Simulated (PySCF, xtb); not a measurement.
C₂H₈ClGeN, SMILES [CH3][Ge]([CH3])([NH2])[Cl]. Other conformers were not sampled.

Harmonic wavenumbers (cm⁻¹) from GFN2-xTB (xtb) at its own minimum, in rising order: 78, 91, 122, 136, 154, 160, 177, 187, 357, 496, 532, 569, 635, 723, 741, 757, 796, 799, 1309, 1312, 1452, 1454, 1457, 1461, 1491, 3024, 3030, 3031, 3033, 3035, 3044, 3434, 3465.

**Question.** What does PySCF with B3LYP-D3(BJ)/def2-SVP give at its own minimum? (The exact figures need the calculation; the answer reports its results.)

**Answer.** 101, 109, 150, 151, 179, 193, 203, 256, 380, 574, 584, 623, 705, 734, 775, 822, 841, 900, 1258, 1263, 1428, 1432, 1434, 1440, 1556, 3044, 3045, 3145, 3145, 3151, 3151, 3522, 3611. Paired by order, the mean absolute difference is 53 cm⁻¹ and the zero-point energies are 60.8 and 62.8 kcal/mol.
